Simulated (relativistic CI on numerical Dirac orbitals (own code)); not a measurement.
Method of calculation: Dirac-Coulomb-Breit CI, orbitals from a KLI potential per configuration, model QED (radiative potential, 1s self-energy scaled to tabulated hydrogen-like ionisation energies), unscaled Slater integrals (own radial code, finite nucleus).

Configurations in the expansion (outside the closed core [Ne]): 3s²3p², 3s3p³, 3s²3p3d, 3p⁴, 3s3p²3d, 3p³3d, 3s3p3d², 3s²3p4s, 3s²3d4p, 3p³4s, 3s²3p4p, 3p³4p, 3s3p3d4s, 3s²3p4d, 3s3p²4s, 3s²3p4f, 3s3p²4p, 3p²3d4p, 3s3p²4d, 3s3p²4f, 3s²3p5s, 3s²3p5p, 3s²4s4p, 3s²3p5d, 3s²3p5f, 3s²3p5g, 3s3p4s², 3s3p²5s, 3s²3d², 3s3d³, 3p²3d², 3p3d³, 3p3d²4s, 3p3d²4p, 3p3d²4d, 3s²3d4s, 3s3d²4s, 3s3p3d4p, 3s3d²4p, 3s3d4s4p, 3s3d4p², 3s3d4p4d, 3p²3d4s, 3p3d4s², 3p3d4s4p, 3p3d4s4d, 3s²4s², 3s3d4s², 3s²4p², 3s3p4s4p, 3s4s²4p, 3s4s4p², 3s4s4p4d. Double excitations out of closed p, d and f shells are left out; levels of such configurations are missing from the list, as are those of other unlisted configurations, and high levels can miss mixing partners. These lack a partner that the ground configuration has and come out too high: 3s3p²4d, 3s3p²4f, 3s3p²5s, 3s²3p4f, 3s²3p5s.

At this charge energies of transitions that change n are usually good to better than 1 %, and those within a shell (Δn = 0) to a few per cent.

Outline of the computed level scheme of Zn XVII. Lowest level of each configuration: 3s²3p² ³P0 at 0.000 eV; 3s3p³ ⁵S°2 at 36.573 eV; 3s²3p3d ³F°2 at 69.671 eV; 3p⁴ ³P2 at 98.561 eV; 3s3p²3d ⁵F1 at 102.752 eV.

Some strong electric-dipole decays among the lowest 45 levels: 3s²3p3d ¹F°3 → 3s²3p² ¹D2 (8.6e+10 s⁻¹); 3s²3p3d ³D°3 → 3s²3p² ³P2 (8.4e+10 s⁻¹); 3s²3p3d ¹P°1 → 3s²3p² ¹S0 (7.8e+10 s⁻¹); 3s²3p3d ³D°1 → 3s²3p² ³P0 (7.4e+10 s⁻¹); 3s3p²3d ⁵P3 → 3s3p³ ⁵S°2 (7.2e+10 s⁻¹); 3s²3p3d ³P°0 → 3s²3p² ³P1 (6.7e+10 s⁻¹); 3s²3p3d ³P°1 → 3s²3p² ³P1 (5.2e+10 s⁻¹); 3s3p³ ³S°1 → 3s²3p² ³P2 (5.0e+10 s⁻¹).

LS names give the leading component of a level, which can be under half, so a name can repeat, a term be missing and a line seem to break the LS rules.
